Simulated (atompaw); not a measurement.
## Pseudopotential generation for iodine: PAW (atompaw), PBE, scalar-relativistic.

atompaw 4.2.0.5 was run on this input:

```
I 53
GGA-PBE scalarrelativistic loggrid 1500 logderivrange -3 5 201
5 5 4 0 0 0
5 1 5
0 0 0
c
c
c
c
v
c
c
c
v
c
c
2
1.70 1.30 1.25 1.35
y
-0.55
n
y
0.15
n
y
-0.05
y
1.15
n
custom polynom vanderbiltortho besselshape
3 0 troulliermartins
1.70
1.70
1.70
1.70
1.50
1.70
PWSCFOUT
UPFDX 0.0125d0 UPFXMIN -7.d0 UPFZMESH 53.d0
END
```

Command:

```bash
atompaw < I.input > I.log
```

The program printed (summary file):

```
Completed calculations for I (AE)

 Exchange-correlation type: GGA, Perdew-Burke-Ernzerhof

 Radial integration grid is logarithmic
 r0 =   1.6479931E-04 h =   8.7343635E-03   n =      1500 rmax =   8.0000000E+01

 Scalar relativistic calculation

 AEatom converged in  30 iterations
   nz     =  53.00
   delta  =       6.198433538597E-16

 All Electron Orbital energies:
  n  l      occupancy      energy
  1  0      2.0000000E+00 -2.4243583E+03
  2  0      2.0000000E+00 -3.7456922E+02
  3  0      2.0000000E+00 -7.5599779E+01
  4  0      2.0000000E+00 -1.3273472E+01
  5  0      2.0000000E+00 -1.2794262E+00
  2  1      6.0000000E+00 -3.3617964E+02
  3  1      6.0000000E+00 -6.3161017E+01
  4  1      6.0000000E+00 -9.3761699E+00
  5  1      5.0000000E+00 -5.2080791E-01
  3  2      1.0000000E+01 -4.4537716E+01
  4  2      1.0000000E+01 -3.6954194E+00

 Total energy
   Total                    :   -14232.79386197086205

 ---
 Completed calculations for I (SC)

 Exchange-correlation type: GGA, Perdew-Burke-Ernzerhof

 Radial integration grid is logarithmic
 r0 =   1.6479931E-04 h =   8.7343635E-03   n =      1500 rmax =   8.0000000E+01

 Scalar relativistic calculation

 SCatom converged in   2 iterations
   nz     =  53.00
   delta  =       9.209883167519E-17

 Valence Electron Orbital energies:
  n  l      occupancy      energy
   5  0      2.0000000E+00 -1.2794262E+00
   5  1      5.0000000E+00 -5.2080791E-01

 Total energy
   Total                    :   -14232.79386196791893
   Valence                  :     -378.79577086691035

 PAW parameters:
       lmax =            2
         rc =    1.7139705336111337
        irc =         1060
   rc_shape =    1.3073699680444666
    rc_vloc =    1.2514964770542960
    rc_core =    1.3538592840209394
   Vloc: Norm-conserving Troullier-Martins with l= 3;e=   0.0000E+00
   Projector type: polynomial pseudization + Vanderbilt ortho.
   Bessel compensation charge shape zeroed at   1.3074E+00

 Number of basis functions     6
 No.   n  nodes  l      Energy         Cp coeff         Occ
  1    5    4    0   -0.1279426E+01  0.8636418E+02  0.2000000E+01
  2  999    5    0   -0.5500000E+00  0.3934131E+02  0.0000000E+00
  3    5    3    1   -0.5208079E+00  0.4480562E+03  0.5000000E+01
  4  999    4    1    0.1500000E+00  0.1495311E+03  0.0000000E+00
  5  999    2    2   -0.5000000E-01  0.8054575E+01  0.0000000E+00
  6  999    3    2    0.1150000E+01  0.2401457E+01  0.0000000E+00

 Eigenvalues of overlap operator (in the basis of projectors):
    1        1.54327546E+00
    2        4.33557427E+00
    3        7.47893481E+00
    4        5.96487493E+03
    5        6.79080628E+04
    6        7.99822733E+04

 Orbital leakage outside PAW augmentation regions
   orb  is_core?  %out_of_sphere
   1 0    T           0.00
   2 0    T          -0.00
   3 0    T           0.00
   4 0    T           0.17
   5 0    F          61.88
   2 1    T           0.00
   3 1    T           0.00
   4 1    T           0.52
   5 1    F          80.39
   3 2    T           0.00
   4 2    T           3.37

 Summary of PAW energies
   Total valence energy     :   -378.79577078166761
   Smooth energy            :    102.69248192503188
   One center               :   -481.48825270669948
   Smooth kinetic           :      6.91512361654571
   Vloc energy              :     -0.03104315610096
   Smooth exch-corr         :    -23.00320483270487
   One-center xc            :   -339.01441160751187
```

Note: ghost states, extra bound levels that the all-electron valence spectrum of the same l lacks: s at -283.5 eV, p at -147.1 eV, d at -67.7 eV. A true bound ghost makes a file unfit for plane-wave use.

The run took about 2.5 s on one core of a shared server CPU.
